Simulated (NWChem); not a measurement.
System: C4H5F; SMILES FC1=CCC1

Input file for NWChem:

```
start job
memory heap 200 mb stack 900 mb global 1100 mb
geometry units angstroms noautosym nocenter noautoz
  F     -0.013480    -1.834493     0.000000
  C      0.058409    -0.518010     0.000000
  C      1.072772     0.351887     0.000000
  C      0.110261     1.523086     0.000000
  C     -1.052089     0.480590     0.000000
  H      2.159779     0.269721     0.000000
  H      0.139436     2.163640    -0.896321
  H      0.139436     2.163640     0.896321
  H     -1.691668     0.489940    -0.897187
  H     -1.691668     0.489940     0.897187
end
basis spherical
  F library 6-31g*
  C library 6-31g*
  H library 6-31g*
end
dft
  xc b3lyp
  iterations 150
end
cosmo
  do_cosmo_smd true
  solvent thf
end
task dft energy
```

Coordinates come from a PBE0/def2-SVP optimisation. Solvent: tetrahydrofuran.

Level: B3LYP/6-31G* with SMD (1 M gas to 1 M solution), gas-phase geometry.

### Question
What results follow from this input? (B3LYP/6-31G* (spherical d), SMD on the gas-phase geometry.) Quantities: solvation free energy (kcal/mol); cavity-dispersion-structure term (kcal/mol); dipole in solution (D).

### Answer
solvation free energy (kcal/mol): -2.6
cavity-dispersion-structure term (kcal/mol): -1.0
dipole in solution (D): 1.46
